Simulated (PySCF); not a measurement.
# Dipole moment and polarisability of `Clc1c[se]cn1`

C₃H₂ClNSe.
Cartesian coordinates in Å at the PBE0-D3(BJ)/def2-SVP level; atoms count from 1:
```
atom  x, y, z in Å
Cl1    2.4239   -0.7779   -1.4275
C2     0.9772   -0.1959   -0.7002
C3     0.9414    0.9151    0.0968
Se4   -0.7930    1.1978    0.6732
C5    -1.1899   -0.3324   -0.3265
N6    -0.1811   -0.8697   -0.9268
H7     1.7763    1.5558    0.3706
H8    -2.2077   -0.7259   -0.3857
```

Level: PBE0/def2-SVPD (PySCF), static field, nuclei fixed, core orbitals frozen in the response. The polarisability tensor in these axes (au):

```
x    92.84  -7.86 -14.48
y    -7.86  75.91  18.83
z   -14.48  18.83  68.30
```

Q: What are the eigenvalues, a third of the trace, and Δα (Δα² = ½Σ(αi − αj)² over the three pairs)?

A: Principal values 51.79, 77.53 and 107.72 au; mean 79.02 au = 11.71 Å³ = 13.03 × 10⁻⁴⁰ C²·m²/J; Δα = 48.49 au (61 % of the mean).

Q: What is the dipole moment, and where does it point?

A: (-1.35, 1.87, 1.62) D, 2.82 D in size, pointing from the negative to the positive side. Measured along this direction, the outermost atoms are Cl1 at the negative end and Se4 at the positive end.

Q: What depolarisation ratio follows for Rayleigh scattering of linearly polarised light, taking the static tensor?

A: ρ = 3Δα²/(45ᾱ² + 4Δα²) = 7053.2/(280963 + 9404.3) = 0.0243.

Q: Find the Langevin capture rate constant for NO+ (29.998 u) meeting this molecule (166.904 u), k = 2.342 × 10⁻⁹ cm³/s × √(α in Å³ / reduced mass in u).

A: The reduced mass is 25.43 u, so k = 1.59 × 10⁻⁹ cm³/s. The formula leaves out the permanent dipole, which adds to the capture rate.

Q: Estimate the molar refractivity from the static electronic polarisability.

A: Lorentz–Lorenz: R = (4π/3)N_A α = 2.5225 cm³/(mol·Å³) × 11.71 Å³ = 29.5 cm³/mol, in the limit of long wavelengths.

Geometry: PBE0-D3(BJ)/def2-SVP; no solvent, vibrations or thermal averaging. The calculation is non-relativistic, for selenium too.
